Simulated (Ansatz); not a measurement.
`N[Si]S` and `N[Si]Br` differ in one atom or group.

Ansatz, PBE0-D4/def2-TZVP geometries, multiplicity 1. Each molecule was computed in one conformer, which needn't be the lowest.

Scalar relativity is left out up to krypton.

```tsv
property	`N[Si]S`
LUMO energy (B3LYP/def2-TZVPP) / eV	-1.41
HOMO energy (B3LYP/def2-TZVPP) / eV	-6.47
ideal-gas entropy at 298 K and 1 bar (rigid rotor, harmonic PBE0-D4/def2-TZVP) / J/(mol·K)	291
HOMO energy (PBE0/def2-TZVPP) / eV	-6.65
HOMO–LUMO gap (PBE0/def2-TZVPP) / eV	5.40
HOMO–LUMO gap (B3LYP/def2-TZVPP) / eV	5.06
```

Give the same properties after the change, and the shifts. (Estimate.)

The calculation gave: 
```tsv
property	`N[Si]Br`	shift
LUMO energy (B3LYP/def2-TZVPP) / eV	-1.85	-0.44
HOMO energy (B3LYP/def2-TZVPP) / eV	-6.89	-0.42
ideal-gas entropy at 298 K and 1 bar (rigid rotor, harmonic PBE0-D4/def2-TZVP) / J/(mol·K)	294	3
HOMO energy (PBE0/def2-TZVPP) / eV	-7.08	-0.43
HOMO–LUMO gap (PBE0/def2-TZVPP) / eV	5.39	-0.01
HOMO–LUMO gap (B3LYP/def2-TZVPP) / eV	5.04	-0.02
```

The zero-point energy changes by -23.1 kJ/mol with -3 modes.

B3LYP here is the variant with VWN-RPA as its local correlation; programs differ in this.

Spin–orbit coupling is left out; it splits and shifts lone-pair levels of the heavy atoms by tenths of an eV.
